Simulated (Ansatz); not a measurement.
C3H4FNSi, SMILES C1[Si@@H](N=CC=1)F.

Geometry: ωB97X-D3(BJ)/def2-SVP. The structure was generated by enumeration; whether it is a known compound was not checked.

Two levels are set side by side: PBE/def2-SVPD (Ansatz, a quantum-chemistry and plane-wave program) and CAM-B3LYP/def2-SVPD (Ansatz). Energy differences of separate SCF runs at the same geometry; the states with an electron removed or added have multiplicity 2 and 2. Differences are taken from unrounded values.

```tsv
quantity	CAM-B3LYP	PBE	PBE minus CAM-B3LYP
vertical ionisation energy (eV)	9.88	9.64	-0.24
vertical electron affinity (eV)	0.50	0.60	0.10
vertical singlet–triplet gap (eV)	3.10	2.87	-0.23
```
